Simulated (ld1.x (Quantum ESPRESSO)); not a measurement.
An all-electron radial function and its pseudo partner (Al)

Columns: radius, all-electron u(r) and pseudo u(r) of the 3s shell (level -7.71 eV) of aluminium in the configuration [He] 2s2 2p6 3s2 3p1; PBEsol, scalar-relativistic, ultrasoft scheme, ld1.x (Quantum ESPRESSO) 7.5.

| r (bohr) | all-electron | pseudo |
| --- | --- | --- |
| 0.053 | 0.1514 | -0.0995 |
| 0.105 | 0.1113 | -0.1908 |
| 0.158 | 0.0076 | -0.2717 |
| 0.210 | -0.0992 | -0.3347 |
| 0.262 | -0.1874 | -0.3783 |
| 0.315 | -0.2502 | -0.4016 |
| 0.368 | -0.2852 | -0.4038 |
| 0.420 | -0.2955 | -0.3873 |
| 0.473 | -0.2858 | -0.3544 |
| 0.525 | -0.2606 | -0.3099 |
| 0.578 | -0.2230 | -0.2559 |
| 0.630 | -0.1777 | -0.1978 |
| 0.683 | -0.1257 | -0.1364 |
| 0.735 | -0.0712 | -0.0759 |
| 0.788 | -0.0139 | -0.0154 |
| 0.840 | 0.0427 | 0.0424 |
| 0.893 | 0.0995 | 0.0995 |
| 0.945 | 0.1537 | 0.1537 |
| 0.998 | 0.2068 | 0.2068 |
| 1.050 | 0.2563 | 0.2563 |
| 1.102 | 0.3030 | 0.3030 |
| 1.155 | 0.3474 | 0.3474 |
| 1.208 | 0.3887 | 0.3887 |
| 1.260 | 0.4260 | 0.4260 |
| 1.313 | 0.4610 | 0.4610 |
| 1.365 | 0.4922 | 0.4922 |

(1) How many radial nodes do the two functions have?

(2) At about which radius was the pseudo-wave matched?

(3) Is the pseudo-wave norm-conserving?

Answers

(1) The all-electron 3s function has n − l − 1 = 2; the pseudo-wave has 1, since 1 lower shell of the same l stays in the valence.

(2) 0.95 bohr. The columns agree to 0.0005 from 0.84 bohr on; several derivatives are matched, so the curves merge somewhat inside the radius.

(3) No, it belongs to an ultrasoft set: the norm inside the radius is not constrained, and the difference is carried by the augmentation charge.
